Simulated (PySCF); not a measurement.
Isomers of C4H11BOSi, one conformer each; single-point electronic energies without zero-point terms and without any empirical dispersion term.

All values: PBE0/pcSseg-1 (PySCF, non-relativistic), each on one gas-phase PBE0-D3(BJ)/def2-SVP geometry that isn't relaxed in the solvent. The solvent is an IEF-PCM continuum (van der Waals radii × 1.2). The model holds no explicit solvent molecules, cavitation or dispersion.

```tsv
isomer	relative energy, gas (kcal/mol)	dipole (D)
`[SiH3]O[C@H]1BCCC1`	0.0	1.49
`CB([SiH2]OC=C)C`	3.3	1.76
```

Problem. How do the relative energies look in chloroform (ε = 4.711)?

Solution. 
```json
{"isomer": "`[SiH3]O[C@H]1BCCC1`", "relative energy, solvent (kcal/mol)": "0.0", "E(solvent) − E(gas) (kcal/mol)": "-1.8", "dipole in solvent (D)": "1.81"}
{"isomer": "`CB([SiH2]OC=C)C`", "relative energy, solvent (kcal/mol)": "2.7", "E(solvent) − E(gas) (kcal/mol)": "-2.3", "dipole in solvent (D)": "2.09"}
```

The order is unchanged. Conformers: `[SiH3:1][O:2][C@H:3]1[BH:4][CH2:5][CH2:6][CH2:7]1` with Si1–O2–C3–B4 166°, O2–C3–B4–C5 149°, C3–B4–C5–C6 7°, B4–C5–C6–C7 -29°, C5–C6–C7–C3 40°; `[CH2:1]=[CH:2][O:3][SiH2:4][B:5]([CH3:6])[CH3:7]` with C1–C2–O3–Si4 6°, C2–O3–Si4–B5 65°, O3–Si4–B5–C6 15°. `CB([SiH2]OC=C)C` gains most from the continuum, and it has the largest gas-phase dipole. The gains span 0.5 kcal/mol, the gas-phase energies 3.3 kcal/mol.
